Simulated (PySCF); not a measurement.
# Threshold energies of GeP in a plasma

PBE0 in PySCF with def2-TZVPPD on every atom, for the lowest determinant that a PBE0 search found; no spin–orbit coupling.

```
species  state (unpaired electrons)  Re (Å)  ωe (cm⁻¹)  energy of the minimum from the neutral (eV)  De (eV)  dissociates to
    GeP               doublet (π ↑)   2.143        502                                         0.00     3.37          Ge + P
   GeP⁺              triplet (π ↑↑)   2.303        398                                         8.51     2.80         Ge⁺ + P
```

Work out the lowest energy to break GeP into atoms, from its vibrational ground state.

D0 = De − ωe/2 = 3.37 − 0.03 = 3.34 eV (PBE0/def2-TZVPPD).

Work out the ionisation energy of the Ge atom at this level and the threshold of dissociative ionisation.

IE(Ge) = 8.51 + 2.80 − 3.37 = 7.94 eV, so Ge⁺ + P + e⁻ appears at D0 + IE(Ge) = 11.28 eV (PBE0/def2-TZVPPD). The measured IE(Ge) is 7.899 eV (NIST ASD).

These are thermodynamic thresholds; the onsets seen under electron impact lie higher where the geometry changes, and cross-sections peak well above them.

Spin–orbit coupling is left out. For an ion De counts to the pair picked by the measured ionisation energies or electron affinities, which need not be the lowest pair at this level. States were picked by a PBE0 search and need not be the measured ground states.
